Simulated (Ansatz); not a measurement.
System: C$_{5}$H$_{5}$Se, charge 0, multiplicity 2. It need not be the lowest isomer of its formula. 
Geometry from a B3LYP-D3(BJ)/def2-TZVP (Ansatz, a first-principles code) optimisation:
```xyz
11

C     -2.5762    -1.3153     0.0002
C     -1.2832    -0.7938    -0.0117
C     -0.0940    -1.6195    -0.1340
C      1.0820    -0.9654    -0.1296
Se     0.8542     0.8980     0.0393
C     -0.9758     0.5655     0.0908
H     -3.4387    -0.6711     0.0928
H     -2.7456    -2.3792    -0.0831
H     -0.1626    -2.6959    -0.2228
H      2.0699    -1.3889    -0.2088
H     -1.6833     1.3724     0.1905
```
Charge 0, spin multiplicity 2.

Wanted: atomisation energy (electronic, to ground-state atoms), in eV. Valence correlation only, unless marked. Open shells are spin-unrestricted. No spin-orbit coupling. Frozen are the shells of the preceding noble gas and the d and f shells that filled before the atom's block. Non-relativistic. The coupled-cluster limit lacks core correlation, which all-electron functionals hold. Basis-set limits of correlation are two-point, X^-3; Hartree-Fock from the larger set. [CCSD(T)-MP2]/basis is that difference in the basis named.

| level | program | atomisation energy (eV) | minus last row |
|---|---|---|---|
| HF/cc-pVTZ | Ansatz | 36.06 | -13.21 |
| revPBE-D3(BJ)/def2-TZVPD | Ansatz + dftd3 | 50.06 | 0.79 |
| PBE0-D4/def2-TZVP | Ansatz + dftd4 | 50.45 | 1.18 |
| r2SCAN0-D4/def2-TZVPD | Ansatz + dftd4 | 49.25 | -0.02 |
| r2SCAN0/def2-TZVPD | Ansatz | 49.16 | -0.11 |
| LC-wPBE-D4/def2-TZVPD | Ansatz + dftd4 | 49.86 | 0.59 |
| B2GP-PLYP-D4/def2-TZVPD | Ansatz + dftd4 | 48.92 | -0.35 |
| B2PLYP-D4/def2-TZVPD | Ansatz + dftd4 | 49.15 | -0.12 |
| RI-MP2/cc-pVQZ | Ansatz | 49.44 | 0.17 |
| SCS-MP2/STO-3G | Ansatz | 48.61 | -0.66 |
| SCS-MP2/cc-pVTZ | Ansatz | 47.89 | -1.38 |
| SCS-MP2/cc-pVQZ | Ansatz | 48.77 | -0.50 |
| CCSD/cc-pVQZ | Ansatz | 47.67 | -1.60 |
| RI-MP2/CBS(cc-pVTZ,cc-pVQZ)+[CCSD(T)-MP2]/cc-pVQZ | Ansatz | 49.27 | 0.00 |
| CCSD(T)/CBS(cc-pVTZ,cc-pVQZ) | Ansatz | 49.27 | 0.00 |

The UHF reference is spin-contaminated (<S^2> 0.39 over the pure value in the largest basis).
